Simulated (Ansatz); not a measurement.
Compare A (`F[Si]1([SeH])CO1`) with its isomer B (`OC1(F)[SiH2][Se]1`).

Isolated molecules relaxed with PBE0-D4/def2-TZVP in Ansatz; ΔE leaves out vibrations. CCSD(T)/CBS is the MP2 limit (def2-TZVPP, def2-QZVPP) plus CCSD(T) − MP2 in def2-TZVPP, frozen cores. Functionals use def2-TZVPP. For Se outer-core shells are correlated without core-valence functions, which leaves a few kJ/mol of doubt a bond. Scalar relativity is left out up to krypton. Each species was taken in one conformer, which may not be the lowest.

(1) Which is lower in electronic energy at CCSD(T)/CBS, and by how much? (Best estimate.)

(2) Give E(B) − E(A) in kJ/mol with r2SCAN-D4, CCSD(T)/def2-TZVPP, MP2/def2-TZVPP, ωB97M-V, HF/def2-TZVPP, CCSD/def2-TZVPP, PBE0-D4. (An estimate is asked.)

Largest T1 diagnostic: 0.012.

Answers

(1) Computed: A, by 267.9 kJ/mol.

(2) The calculation gave: r2SCAN-D4 255.2, CCSD(T)/def2-TZVPP 266.9, MP2/def2-TZVPP 274.0, ωB97M-V 262.5, HF/def2-TZVPP 279.8, CCSD/def2-TZVPP 273.1, PBE0-D4 245.2. None reverses the order clearly.

From PBE to PBE0 (25 % exact exchange), in def2-TZVPP and without D4, E(B) − E(A) moves by +10.8 kJ/mol. In def2-TZVPP, CCSD(T) changes the Hartree–Fock value by −12.9 kJ/mol (the triples alone add −6.3 kJ/mol) and MP2 by −5.8 kJ/mol.
